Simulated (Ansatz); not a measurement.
Several settings on one geometry of ReS2⁺ (the lowest singlet isomer of a short search) (that of the charge 1 singlet, PBE0-D4/def2-TZVP). Ansatz on 4 threads of Arm Neoverse V2 on a shared host; times are rough.

```xyz
3

Re    0.725    0.231   -0.321
S    -0.548    1.349    0.794
S    -0.177   -1.580   -0.473
```

Totals from different functionals, basis sets or treatments of relativity can't be compared as stabilities.

In the def2 sets Re takes a core potential; there is no spin–orbit coupling. Correlated methods freeze 10 core orbitals; core or outer-core shells of Re are correlated, in sets that lack core-valence functions.

At PBE0-D4/def2-TZVP a triplet lies 0.42 eV below the restricted singlet of charge 1, at its own geometry.

The spins typed aren't always the lowest for that charge.

(1) Give the basis size and estimate the energy, ⟨S²⟩ and time of these runs.

```tsv
run	method	charge	state	further keys
1	ROKS BHLYP/def2-TZVP	2	doublet	point_charges: [{charge: 2.00, position_ang: [4.230, -0.211, 0.738]}]; scf: {omitted_lower_state_checks: [starts]}; forces asked
2	RKS B2GP-PLYP/def2-SVP	1	singlet	scf: {omitted_lower_state_checks: [starts]}; forces asked
3	RKS ωB97X/def2-TZVP	1	singlet	final_grid: {core_spheres: 5, valence_spheres: 4, degree: 11}; scf: {omitted_lower_state_checks: [starts]}; forces asked
```

Results:

(1) 
```json
{"run": "1", "functions": "114", "energy (Eh)": "-873.1854", "⟨S²⟩": "–", "wall time": "4.6 s"}
{"run": "2", "functions": "68", "energy (Eh)": "-873.5406", "⟨S²⟩": "–", "wall time": "2.1 s"}
{"run": "3", "functions": "114", "energy (Eh)": "-874.3803", "⟨S²⟩": "–", "wall time": "1.1 s"}
```

At RKS B2GP-PLYP/def2-SVP the restricted singlet is unstable: a solution with broken spin symmetry lies lower. The restricted singlet is unstable towards broken spin symmetry at other levels; at RKS ωB97X/def2-TZVP this wasn't settled.
